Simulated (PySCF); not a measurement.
**Frontier orbitals and the lowest excitations**

Species: C2H8F2SSi2.
SMILES with atom numbers: `[CH3:1][S:2][CH:3]([SiH2:4][F:5])[SiH2:6][F:7]` (hydrogens: H8, H9, H10 on C1; H11 on C3; H12, H13 on Si4; H14, H15 on Si6)

Cartesian coordinates in Å at the GFN2-xTB level; atoms count from 1:
```
atom  x, y, z in Å
C1     2.373   -0.627    0.286
S2     0.986    0.064    1.236
C3    -0.227    0.358   -0.123
Si4   -1.154   -1.248   -0.545
F5    -0.080   -2.285   -1.167
Si6   -1.333    1.791    0.444
F7    -2.465    1.945   -0.697
H8     2.722    0.112   -0.432
H9     2.060   -1.535   -0.218
H10    3.158   -0.848    1.002
H11    0.368    0.695   -0.974
H12   -1.633   -1.895    0.663
H13   -2.111   -1.053   -1.618
H14   -0.612    3.053    0.456
H15   -2.057    1.482    1.664
```

Computed, not measured: PySCF 2.14.0, density-fitted response routines, TDDFT CAM-B3LYP/def2-SVPD, vertical, gas phase, core orbitals frozen in the response.

Frontier orbitals with the atoms that hold most of them (Löwdin shares over 4%, at most four atoms; ? is withheld):

```csv
orbital,ε (eV),atoms
LUMO+2,1.14,"S2 29%, Si6 15%, C3 9%, C1 8%"
LUMO+1,0.94,"S2 39%, C1 10%, Si4 9%, Si6 6%"
LUMO,0.35,?
HOMO,?,"S2 64%, C3 12%, C1 9%, Si4 5%"
HOMO-1,-10.39,?
HOMO-2,-10.89,"C3 28%, Si6 13%, S2 13%, Si4 8%"
HOMO-3,-11.18,"Si6 20%, C3 16%, H15 15%, H14 11%"
```

Question: Give the leading atoms of the LUMO.

Answer: Si6 (bonded to C, F and 2 H) 27%; Si4 (bonded to C, F and 2 H) 15%; C3 (bonded to S, 2 Si and H) 10%; H15 (bonded to Si) 8%. By element: silicon 42%, carbon 10% or more, hydrogen 8% or more.

Question: Give the leading atoms of the HOMO-1.

Answer: S2 (bonded to 2 C) 47%; C3 (bonded to S, 2 Si and H) 19%; C1 (bonded to S and 3 H) 12%; Si4 (bonded to C, F and 2 H) 4%. By element: sulfur 47%, carbon 31%, silicon 4% or more.

Question: What is the HOMO energy, and the HOMO–LUMO gap?

Answer: ε(HOMO) = -7.97 eV; the gap is 8.33 eV (0.3060 hartree).

Question: The HOMO–LUMO gap is 8.33 eV. Where does the response calculation put the lowest singlet, and from which orbitals?

Answer: S1 is at 5.23 eV (f = 0.0027), 3.09 eV below the gap, made of HOMO→LUMO+1 (42%), HOMO→LUMO (38%), HOMO→LUMO+3 (8%). Its leading pair isn't HOMO and LUMO; the energies of that pair differ by 8.91 eV. Without the coupling terms of the response equations the lowest excitation would equal the gap.

Next come S2 at 5.31 eV (f 0.0095), HOMO→LUMO (51%), HOMO→LUMO+1 (24%), HOMO→LUMO+3 (10%); S3 at 6.08 eV (f 0.0058), HOMO→LUMO+2 (81%); S4 at 6.29 eV (f 0.0030), HOMO→LUMO+3 (64%), HOMO→LUMO+1 (17%), HOMO→LUMO+2 (9%); S5 at 6.89 eV (f 0.028), HOMO→LUMO+4 (59%), HOMO→LUMO+6 (20%).

One conformer stands for the species.

Without π bonds the low states are Rydberg-like; a valence basis with one diffuse set may place them up to an eV too high.
